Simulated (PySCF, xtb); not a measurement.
CH3AlFIO, SMILES [F][Al]([O]C)[I]. The values are those of a single conformer.

Harmonic wavenumbers (cm⁻¹) from GFN2-xTB run with xtb 6.7.1 at its own minimum, in rising order: 20, 78, 136, 143, 163, 261, 374, 685, 819, 1136, 1137, 1233, 1417, 1472, 1473, 2972, 2977, 2983.

Q: What does PBE-D3(BJ)/def2-SVP (PySCF) give at its own minimum? (The exact figures need the calculation; the answer reports its results.)

A: 70, 85, 100, 166, 222, 226, 336, 699, 890, 1138, 1144, 1203, 1421, 1424, 1430, 2921, 3001, 3015. Paired by order, the mean absolute difference is 32 cm⁻¹ and the zero-point energies are 27.8 and 27.9 kcal/mol.
